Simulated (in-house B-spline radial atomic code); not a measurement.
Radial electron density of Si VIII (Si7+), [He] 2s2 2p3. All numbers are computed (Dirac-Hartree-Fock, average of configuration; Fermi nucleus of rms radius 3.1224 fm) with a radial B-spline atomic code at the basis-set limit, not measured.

Columns: r (bohr), 4πr²n(r) (electrons per bohr), bar.

```
 0.00414   0.3538 #
 0.00482   0.4698 #
 0.00561   0.6215 ##
 0.00653   0.8194 ##
 0.00761    1.078 ###
 0.00886    1.409 ####
  0.0103    1.826 #####
   0.012     2.36 #######
   0.014    3.032 ########
  0.0163    3.849 ###########
  0.0189    4.805 #############
   0.022    5.962 #################
  0.0257    7.326 ####################
  0.0299    8.808 ########################
  0.0348     10.4 #############################
  0.0405       12 #################################
  0.0471     13.5 ######################################
  0.0549    14.76 #########################################
  0.0639    15.58 ###########################################
  0.0744    15.83 ############################################
  0.0866     15.4 ###########################################
   0.101    14.28 ########################################
   0.117     12.7 ###################################
   0.137    10.77 ##############################
   0.159    9.095 #########################
   0.185    7.944 ######################
   0.216    7.596 #####################
   0.251    8.053 ######################
   0.292    8.999 #########################
    0.34     9.92 ############################
   0.396    10.25 ############################
   0.461    9.638 ###########################
   0.537    8.076 ######################
   0.625    5.944 #################
   0.728    3.762 ##########
   0.847    2.019 ######
   0.986   0.8913 ##
    1.15   0.3103 #
    1.34  0.08376 
    1.56   0.0169 
    1.81 0.002532
```

On this grid the curve has 2 maxima, near 0.0744, 0.396 bohr.

The 2s1/2 radial function P(r) = rR(r), positive near the nucleus, with its small component Q(r) (sign convention: Q ≈ (P' + κP/r)/2c):

```json
{"r (bohr)": "0.00143", "P": "0.04212", "Q": "-0.002164"}
{"r (bohr)": "0.00194", "P": "0.05665", "Q": "-0.002915"}
{"r (bohr)": "0.00262", "P": "0.07565", "Q": "-0.003901"}
{"r (bohr)": "0.00356", "P": "0.1013", "Q": "-0.005237"}
{"r (bohr)": "0.00482", "P": "0.1345", "Q": "-0.006978"}
{"r (bohr)": "0.00653", "P": "0.1775", "Q": "-0.009257"}
{"r (bohr)": "0.00886", "P": "0.2326", "Q": "-0.01221"}
{"r (bohr)": "0.012", "P": "0.3005", "Q": "-0.01593"}
{"r (bohr)": "0.0163", "P": "0.3827", "Q": "-0.02057"}
{"r (bohr)": "0.022", "P": "0.4738", "Q": "-0.02596"}
{"r (bohr)": "0.0299", "P": "0.57", "Q": "-0.03217"}
{"r (bohr)": "0.0405", "P": "0.6519", "Q": "-0.03851"}
{"r (bohr)": "0.0549", "P": "0.6927", "Q": "-0.04412"}
{"r (bohr)": "0.0744", "P": "0.6517", "Q": "-0.04756"}
{"r (bohr)": "0.101", "P": "0.4798", "Q": "-0.04702"}
{"r (bohr)": "0.137", "P": "0.1409", "Q": "-0.04083"}
{"r (bohr)": "0.185", "P": "-0.3474", "Q": "-0.02875"}
{"r (bohr)": "0.251", "P": "-0.9065", "Q": "-0.01227"}
{"r (bohr)": "0.34", "P": "-1.341", "Q": "0.003747"}
{"r (bohr)": "0.461", "P": "-1.453", "Q": "0.01383"}
{"r (bohr)": "0.625", "P": "-1.178", "Q": "0.01512"}
{"r (bohr)": "0.847", "P": "-0.6866", "Q": "0.01006"}
{"r (bohr)": "1.15", "P": "-0.2623", "Q": "0.004132"}
{"r (bohr)": "1.56", "P": "-0.05795", "Q": "0.0009542"}
```
